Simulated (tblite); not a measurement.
C5H9FSSi.
Numbering: `[CH:1]#[C:2][C@:3]([F:4])([CH2:5][CH3:6])[SiH2:7][SH:8]` (hydrogens: H9 on C1; H10, H11 on C5; H12, H13, H14 on C6; H15, H16 on Si7; H17 on S8)

Structure used (GFN2-xTB), in Å, numbered top down from 1:
```xyz
17
C5H9FSSi angstrom
C     -1.4916   -0.1967    2.1358
C     -0.9684   -0.5020    1.1020
C     -0.3732   -0.8394   -0.1714
F     -0.8286   -2.1196   -0.5433
C      1.1510   -0.9219   -0.0623
C      1.7793    0.4179    0.2914
Si    -1.0285    0.3201   -1.5827
S     -1.2710    2.3193   -0.8415
H     -1.9293    0.0530    3.0560
H      1.5373   -1.2813   -1.0187
H      1.4028   -1.6645    0.7004
H      1.5821    1.1579   -0.4824
H      1.3809    0.7897    1.2334
H      2.8562    0.3085    0.3930
H     -0.0424    0.3925   -2.6503
H     -2.3182   -0.2120   -2.0011
H     -1.4455    1.9906    0.4319
```

Computed with GFN2-xTB (tblite): harmonic, unscaled wavenumbers at the GFN2-xTB geometry, gas phase. This tight-binding method is rough: wavenumbers can miss measured ones by several per cent, in bad cases by 10 to 20. Modes of hydrogen on silicon and sulfur can be 10 to 20 % off. One conformer, not necessarily the lowest.

Harmonic wavenumbers (cm⁻¹): 48.3, 85.9, 100.9, 128.1, 153.0, 164.0, 199.4, 230.9, 258.7, 293.9, 403.1, 413.2, 466.3, 515.1, 518.4, 563.3, 581.3, 654.4, 668.5, 679.2, 753.3, 754.1, 816.2, 918.9, 963.8, 994.5, 1103.8, 1137.4, 1168.3, 1246.5, 1326.9, 1416.0, 1489.3, 1496.9, 1499.7, 2267.8, 2327.6, 2340.2, 2437.9, 2963.3, 2984.7, 3023.8, 3034.0, 3045.3, 3394.9.

A = 1629, B = 1038, C = 1024 MHz; mass 148.018 u (most abundant isotopes); point group C1, symmetry number 1.

Problem. What is the zero-point energy?

Solution. Half the sum of the wavenumbers: 26016 cm⁻¹ = 74.38 kcal/mol.

Problem. What is S at 273.15 K and 1 bar for an ideal gas of classical rigid rotors and harmonic oscillators?

Solution. Translation 40.48, rotation 29.35, vibration 31.55: S = 101.4 cal/(mol K).

Problem. And Cp and H(273.15 K) − H(0)?

Solution. Cp = 40.57 cal/(mol K), of which vibrations give 32.62 (their classical limit is 45 R = 89.4); H(273.15 K) − H(0) = 6.82 kcal/mol without the zero-point energy, 4.65 from vibrations.

Problem. Blend soft modes into free rotors: weight 1/[1 + (100 cm⁻¹/ν̃)⁴] for the oscillator and the rest for a rotor with moment μB/(μ + B), μ = h/(8π²ν), B = 10⁻⁴⁴ kg m². What vibrational entropy results?

Solution. 29.65 cal/(mol K) in place of 31.55, which changes −T·S at 273.15 K by +0.52 kcal/mol.

Problem. Which modes carry the vibrational entropy at 273.15 K?

Solution. 48.3 cm⁻¹: 4.71; 85.9 cm⁻¹: 3.58; 100.9 cm⁻¹: 3.27; 128.1 cm⁻¹: 2.81; 153.0 cm⁻¹: 2.47; 164.0 cm⁻¹: 2.34 cal/(mol K); the other 39 give 12.38 together.

Problem. How do the functions run with temperature in this model?

Solution. 
```
 T (K)  S (cal/(mol K))  Cp (cal/(mol K))  H − H(0) (kcal/mol)  G − H(0) (kcal/mol)  ln q(vib)
   150             81.3              27.4                 2.61                -9.58       3.39
   250             97.9              38.3                 5.91               -18.56       6.58
298.15            105.0              42.9                 7.87               -23.45       8.09
   400            118.8              51.1                12.67               -34.86      11.19
   600            141.9              62.8                24.14               -61.02      16.89
   900            169.7              73.9                44.78              -107.93      24.44
```

q(vib) and H(0) count from the zero-point level.

Hindered rotation and anharmonicity are outside this model. Other conformers, if any are populated, would add a mixing term that is left out. The structure is chiral; the term R ln 2 for an equal mix with its mirror image is left out.
